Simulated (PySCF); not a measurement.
H₅FGeSSi (SMILES F[SiH2][S][GeH3]), singlet, geometry from GFN2-xTB. Base run: PySCF with PBE/6-31G.

The PySCF input:
```python
from pyscf import gto, scf, dft, solvent

mol = gto.M(
    atom='''
Si    1.91322934    0.08945178   -0.13407762
F     1.40439454    0.18390563   -1.65680664
S     0.26678141    0.59953908    1.13605197
Ge   -1.36444943   -0.33377040   -0.02112056
H     2.29324858   -1.30166252    0.02227677
H     2.91463107    1.11433352    0.04542098
H    -2.58993106   -0.20714273    0.82919528
H    -1.57437714    0.36117541   -1.33183514
H    -1.07445382   -1.78615177   -0.27768471
''',
    basis='6-31g',
    verbose=4,
)

mf = dft.RKS(mol)
mf.xc = 'pbe'
mf.kernel()
```

Each row names what was changed in the base input (with any setting that the change needs).

```
change                                                          ΔE vs base (kJ/mol)  dipole (D)  HOMO-LUMO gap (eV)
--------------------------------------------------------------  -------------------  ----------  ------------------
base                                                                           0.00        1.26                5.03
model = COSMO; solvent = tetrahydrofuran                                     -12.74        1.60                5.19
model = SS(V)PE; solvent = tetrahydrofuran                                   -12.75        1.59                5.19
model = IEF-PCM; solvent = toluene                                              ___         ___                 ___
model = C-PCM; solvent = tetrahydrofuran                                     -13.70        1.63                5.20
model = IEF-PCM; solvent = tetrahydrofuran; vdw_scale = 1.1                  -18.30        1.67                5.23
model = IEF-PCM; solvent = 2-propanol                                           ___         ___                 ___
model = IEF-PCM; solvent = methanol                                          -15.34        1.68                5.22
model = IEF-PCM; solvent = tetrahydrofuran                                   -12.84        1.60                5.19
model = IEF-PCM; solvent = dimethylsulfoxide                                 -15.58        1.69                5.22
model = IEF-PCM; solvent = tetrahydrofuran; lebedev_order = 11               -12.78        1.60                5.18
model = IEF-PCM; solvent = tetrahydrofuran; vdw_scale = 1.4                     ___         ___                 ___
```

Problem. Some entries are withheld; supply them.

Solution. 
- model = IEF-PCM; solvent = toluene, ΔE vs base (kJ/mol): -7.35
- model = IEF-PCM; solvent = toluene, dipole (D): 1.44
- model = IEF-PCM; solvent = toluene, HOMO-LUMO gap (eV): 5.12
- model = IEF-PCM; solvent = 2-propanol, ΔE vs base (kJ/mol): -14.80
- model = IEF-PCM; solvent = 2-propanol, dipole (D): 1.66
- model = IEF-PCM; solvent = 2-propanol, HOMO-LUMO gap (eV): 5.21
- model = IEF-PCM; solvent = tetrahydrofuran; vdw_scale = 1.4, ΔE vs base (kJ/mol): -6.95
- model = IEF-PCM; solvent = tetrahydrofuran; vdw_scale = 1.4, dipole (D): 1.49
- model = IEF-PCM; solvent = tetrahydrofuran; vdw_scale = 1.4, HOMO-LUMO gap (eV): 5.13

The base is the gas phase, so ΔE is the electrostatic part of solvation at a fixed geometry, without cavity and dispersion terms.
